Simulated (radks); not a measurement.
Problem. Numerical settings for the samarium ion Sm3+, [Xe] 4f5. All-electron calculation, scalar-relativistic Kohn-Sham, SCAN, spin-polarised, spherical densities, finite nucleus; open shells are filled with parallel spins first (spin-orbit coupling, left out, can overturn this in heavy ions); meta-GGA in the generalised Kohn-Sham scheme; Fermi nuclear charge, rms radius 5.0819 fm. Program: a radial shooting solver on a logarithmic mesh with Libxc functionals. The defaults (mesh step 0.008 in ln r, mesh end at 40 bohr or more with all orbitals vanishing there, Anderson mixing 0.5 over 9 steps, residual threshold near 1e-9 with the energy settled to 1e-9 hartree or 1e-11 of itself, here a cap of 50 iterations) give E = -10426.944 hartree and 4f at -34.010 eV in 16 iterations. Run on one thread of a shared host, so times are rough (Intel(R) Xeon(R) 6975P-C): 0.21 s of CPU time, 0.21 s wall, 16 iterations on 2213 mesh points. One setting is changed at a time: mesh step in ln r 0.12; mesh step in ln r 0.012; mesh step in ln r 0.2; mesh end (bohr) 5; mesh end (bohr) 12; residual threshold 0.001; residual threshold 0.1; mixing 0.01; linear mixing, mixing 0.8; linear mixing, mixing 0.5; mixing history 20; iteration cap 2. Which runs fail to converge, and which converge to a wrong energy?

Solution. Not converged within the cap: mesh step in ln r 0.12; mesh step in ln r 0.2; linear mixing, mixing 0.8; iteration cap 2. Settings that end as converged yet miss the energy by more than 1 mhartree: mesh step in ln r 0.012 (-0.00356 hartree).
